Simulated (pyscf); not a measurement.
# F–CH•–F (SMILES F[CH]F), doublet

Gas-phase minimum from PySCF at ωB97X-D3(BJ)/def2-SVP, one conformer. 

```
C
F 1 1.3234
F 1 1.3234 2 111.71
H 1 1.1022 2 114.15 3 -131.42
```
Charge 0, spin multiplicity 2.

Properties at ωB97X-D3(BJ)/def2-SVP:

```json
{
  "harmonic_wavenumbers_unscaled": "559, 1001, 1222, 1235, 1383, 3148 cm⁻¹",
  "zero_point_energy": "12.2 kcal/mol",
  "rotational_symmetry_number": "1",
  "Entropy of this conformer at 298 K and 1 atm, rigid rotor and harmonic oscillator, modes under 100 cm⁻¹ raised to 100": "255.8 J/(mol K)",
  "dipole_moment": "1.32 D",
  "Spin expectation value S2": "0.752"
}
```

Single-point totals, which compare only within one level (frozen core for MP2 and CC):

| level | total energy (hartree) |
|---|---|
| ωB97X-D3(BJ)/def2-TZVP | -238.44854 |
| PBE/def2-TZVP | -238.18835 |
| r²SCAN/def2-TZVP | -238.32199 |
| B3LYP-D3(BJ)/def2-TZVP | -238.42719 |
| PBE0-D3(BJ)/def2-TZVP | -238.18935 |
| M06-2X/def2-TZVP | -238.33488 |
| ωB97M-D3(BJ)/def2-TZVP | -238.46235 |
| UHF/def2-TZVPP | -237.37397 |
| MP2/def2-TZVPP | -238.00773 |
| CCSD/def2-TZVPP | -238.01851 |
| CCSD(T)/def2-TZVPP | -238.03827 |

The CCSD(T) − MP2 part came from Ansatz, without density fitting, on the same reference.
